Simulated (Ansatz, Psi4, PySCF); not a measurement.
O4W (SMILES [O]=[W-2](=[O])(=[O])=[O]), charge -2, singlet, geometry from GFN2-xTB (such geometries of metal compounds can be far from the true shape) (core potentials on W). Base run: HF/def2-SVP run with PySCF.

Here is a job for PySCF.
```python
from pyscf import gto, scf

mol = gto.Mole()
mol.atom = '''
    W     0.00000000   -0.00000000   -0.00000000
    O     1.22151270    0.75059407   -1.05310996
    O     0.81207991   -0.92511978    1.28421374
    O    -1.02182507   -1.09275821   -0.96243355
    O    -1.01176754    1.26728392    0.73132977
'''
mol.basis = 'def2-svp'
mol.ecp = {'W': 'def2-svp'}
mol.charge = -2
mol.verbose = 4
mol.build()

mf = scf.RHF(mol)
mf.kernel()
```

The same geometry, method and basis name were run in Ansatz (a program for electronic structure) and Psi4 and PySCF, at each program's defaults and at the settings that a row names. The base is PySCF at its defaults. Differences at the defaults can come from grids, fitting, cores and function types together.

```json
[
 {"code and settings": "PySCF, defaults (exact integrals, spherical functions)", "ΔE vs base (mEh)": "0.000", "basis functions": "88", "E (Eh)": "-365.62017", "SCF cycles": "9"},
 {"code and settings": "Psi4, defaults (density fitting with its default set, spherical functions)", "ΔE vs base (mEh)": "0.252", "basis functions": "88", "E (Eh)": "-365.61991", "SCF cycles": "10"},
 {"code and settings": "Ansatz, defaults (factorised integrals, spherical functions)", "ΔE vs base (mEh)": "0.015", "basis functions": "88", "E (Eh)": "-365.62015", "SCF cycles": "-"},
 {"code and settings": "PySCF, density fitting with def2-universal-jkfit", "ΔE vs base (mEh)": "0.252", "basis functions": "88", "E (Eh)": "-365.61991", "SCF cycles": "9"},
 {"code and settings": "Psi4, exact integrals, spherical functions", "ΔE vs base (mEh)": "0.001", "basis functions": "88", "E (Eh)": "-365.62016", "SCF cycles": "14"},
 {"code and settings": "Ansatz, high accuracy", "ΔE vs base (mEh)": "0.000", "basis functions": "88", "E (Eh)": "-365.62017", "SCF cycles": "-"}
]
```
